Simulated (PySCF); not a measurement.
C6H7O3P.
SMILES: `COC(=O)c1pcoc1C`

Torsions of this conformer, `[CH3:1][O:2][C:3](=[O:4])[c:5]1[p:6][cH:7][o:8][c:9]1[CH3:10]`: C1–O2–C3–O4 0°, O2–C3–C5–P6 1°.

The closed-shell ground state was solved at several levels (PySCF, density fitting, gas phase, non-relativistic). The structure is a single PBE0-D3(BJ)/def2-SVP conformer in the gas phase; no vibrational or solvent corrections.

```csv
level,basis functions,total energy (Eh),HOMO (eV),LUMO (eV),gap (eV),dipole (D)
PBE0/pcSseg-1,212,-799.1685,-6.99,-1.13,5.86,0.36
B3LYP/def2-SVPD,269,-799.4706,-6.77,-1.37,5.40,0.45
```

**Question.** Estimate the row for wB97X-D/pcSseg-1, a basis of 212 functions; the other rows only guide the guess.

**Answer.** Total energy -799.6478 Eh, HOMO -8.77 eV, LUMO 0.58 eV, gap 9.35 eV, dipole 0.34 D.

**Question.** Over all these levels, which gives the widest orbital gap and which the narrowest?

**Answer.** wB97X-D/pcSseg-1 (range-separated hybrid) has the widest, 9.35 eV, and B3LYP/def2-SVPD (global hybrid, 20 % exact exchange) the narrowest, 5.40 eV. Functional and basis both differ between the two, so the spread mixes both effects.

**Question.** How far do the dipole and the HOMO energy spread over the levels?

**Answer.** The dipole runs from 0.34 to 0.45 D (mean 0.38 D) and the HOMO from -8.77 to -6.77 eV.

The pairwise dispersion term of wB97X-D wasn't added to the energies; at a given geometry it leaves orbitals and properties as they are.
